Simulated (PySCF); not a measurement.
# Ionising Cu2

revPBE; basis Cu def2-TZVPPD; no relativity; PySCF 2.14. Neutral (UKS): singlet (closed shell), Re = 2.287 Å, ωe = 246 cm⁻¹, De = 1.89 eV, HOMO -4.76 eV, LUMO -2.97 eV.

Cu₂⁺ (UKS): doublet (σ ↑), Re = 2.435 Å, ωe = 190 cm⁻¹, De = 2.00 eV to Cu⁺ (3d10) + Cu (3d10 4s1). The energies at the minima are -3280.85705 hartree for Cu2 and -3280.56502 for Cu₂⁺.

Question: Work out the adiabatic ionisation energy, without and with harmonic zero-point energies (1 hartree = 27.2114 eV, 1 eV = 8065.5 cm⁻¹), and the change of the bond length.

Answer: At revPBE: 0.29203 hartree = 7.947 eV between the minima; the zero-point term (190.0 − 246.0)/2 cm⁻¹ = -0.003 eV makes it 7.943 eV. Re changes by +14.8 pm against the neutral. Minus the HOMO energy is 4.76 eV, -3.19 eV from the value between the minima; self-interaction puts the Kohn–Sham level too high, less so with exact exchange. The electron leaves a σ orbital, and the longer bond of the ion fits a bonding orbital, or a change in how ionic the bond is.

Closed-shell solutions of metal pairs were not tested for spin polarisation, which can lower them a little. With d or f electrons several states lie close, and the lowest PBE0 determinant need not be the measured ground state.
